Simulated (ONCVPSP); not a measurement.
Before and after: ONCV potential for Sc (Z = 21)

- Element: scandium (Sc)
- Generator: ONCVPSP 4.0.1
- Type: optimised norm-conserving Vanderbilt (ONCV)
- Functional: LDA (Perdew-Wang 92)
- Relativity: scalar-relativistic
- Frozen core: [Ne]
- Valence charge: 11
- Reference configuration: 3s2 3p6 3d1 4s1 (charge +1)
- Partial waves: 3s+4s: rc 2.05 bohr, ncon 4, nbas 8, qcut 7 1/bohr, 2 projectors; 3p: rc 1.20 bohr, ncon 4, nbas 9, qcut 5.8 1/bohr, 3 projectors, debl 2.2 Ha; 3d: rc 1.60 bohr, ncon 4, nbas 9, qcut 10.9 1/bohr, 2 projectors, debl 2.2 Ha
- Local potential: polynomial inside 1.15 bohr (lpopt 3, dvloc0 0 Ha)
- Core correction: Teter function, fcfact 2.5, rcfact 1.45

Change: core [Ne] 3s2, valence charge 9; reference 3p6 3d1 4s1.75 4p0.25; waves now 4s: rc 2.95 bohr, ncon 4, nbas 9, qcut 2.4 1/bohr, 3 projectors, debl 3.8 Ha; 3p+4p: rc 1.80 bohr, ncon 4, nbas 9, qcut 8.3 1/bohr, 2 projectors; 3d: rc 2.30 bohr, ncon 5, nbas 10, qcut 8.1 1/bohr, 3 projectors, debl 3.7 Ha; local potential polynomial inside 1.75 bohr (lpopt 4, dvloc0 4 Ha).

Cutoffs: the cutoffs (Ha) at which the residual kinetic energy of the hardest occupied pseudo-wave falls to 1 and 0.1 mHa per electron; they do not see the model core or the augmentation charge, which bear on the density cutoff. Errors are all-electron minus pseudo energies relative to the spin-unpolarised reference configuration.

Task: What does the change do?

Result: The potential gets softer (38 Ha and 44 Ha → 22 Ha and 25 Ha); neither file shows a bound ghost. The shells moved into the core no longer need plane waves of their own. Several settings change at once here, so the effects cannot be laid on one of them.

| quantity | base | changed |
| --- | --- | --- |
| cutoff, loose | 38 Ha | 22 Ha |
| cutoff, tight | 44 Ha | 25 Ha |
| loose cutoff by channel | s 10 Ha, p 16 Ha, d 38 Ha | s 2.3 Ha, p 18 Ha, d 22 Ha |
| bound ghosts | none | none |
| GHOST(+) flags under 300 eV | none | s at 232.9 eV |
| largest error over its own tests, meV | +29 | -47 |
| rms error of d²Exc/dni dnj with the model core, mHa | 0.82 | 2.75 |
